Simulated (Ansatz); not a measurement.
Geometry optimisation, RKS PBE/def2-SVP (Ansatz 0.2.0).

The input (input.yaml):

```yaml
crystal:
  periodic: [false, false, false]
  atoms:
    - { symbol: "N", position_ang: [-1.8489, -0.0952, -0.6453] }
    - { symbol: Si, position_ang: [-0.2699, -0.7797, -0.5383] }
    - { symbol: Al, position_ang: [0.5861, -0.7344, 1.6594] }
    - { symbol: Si, position_ang: [1.3717, 0.7225, -0.1] }
    - { symbol: F, position_ang: [0.7059, 2.2742, 0.0501] }
    - { symbol: H, position_ang: [-2.42252, -0.6294, -1.39946] }
    - { symbol: H, position_ang: [-2.38891, -0.33397, 0.25309] }
    - { symbol: H, position_ang: [0.0792, -1.8604, -1.4694] }
    - { symbol: H, position_ang: [0.6946, -1.2443, 3.2218] }
    - { symbol: H, position_ang: [2.6378, 0.5247, -0.653] }
basis:
  gaussian: { orbitals: def2-SVP }
hamiltonian:
  xc: pbe
relax:
  f_tol: 0.015
  max_steps: 40
```

Launched with:

```bash
$ ansatz run input.yaml --threads 2 --pin off --max-ram 3072MiB --backend cpu --events-out ev --progress --plain --runs-dir out
```

Question: Where does it end, and by what steps?

Answer: It converged. After 38 steps the energy has fallen by 1.352 eV; H10 moved furthest, 1.35 Å.

| step | energy less start (eV) | largest force component (eV/Å) | accepted |
| --- | --- | --- | --- |
| 0 | 0.0000 | 3.455 | yes |
| 2 | -0.7023 | 1.350 | yes |
| 4 | -0.9019 | 0.353 | yes |
| 6 | -1.0401 | 0.454 | yes |
| 8 | -1.1300 | 0.417 | yes |
| 10 | -1.1633 | 0.264 | yes |
| 12 | -1.1736 | 0.085 | yes |
| 14 | -1.1768 | 0.357 | yes |
| 16 | -1.1971 | 0.123 | yes |
| 18 | -1.2108 | 0.191 | yes |
| 20 | -1.2176 | 0.270 | no |
| 22 | -1.2310 | 0.149 | yes |
| 24 | -1.2353 | 0.095 | yes |
| 26 | -1.2375 | 0.051 | yes |
| 28 | -1.2415 | 0.173 | yes |
| 30 | -1.2818 | 0.392 | yes |
| 32 | -1.3256 | 0.291 | yes |
| 34 | -1.3504 | 0.075 | yes |
| 36 | -1.3516 | 0.049 | yes |
| 38 | -1.3519 | 0.010 | yes |

```xyz
10
Properties=species:S:1:pos:R:3
N -2.070 -0.612 -0.706
Si -0.340 -0.640 -0.568
Al 0.747 -0.652 1.718
Si 0.914 1.171 0.253
F 1.763 2.514 -0.218
H -2.533 -0.796 -1.598
H -2.659 -0.069 -0.072
H 0.072 -1.487 -1.754
H 1.294 -1.489 2.983
H 1.959 -0.096 0.339
```

Time of the run: 42 s on 2 threads of Intel(R) Xeon(R) 6975P-C (Granite Rapids) (shared host), peak memory 0.17 GiB.
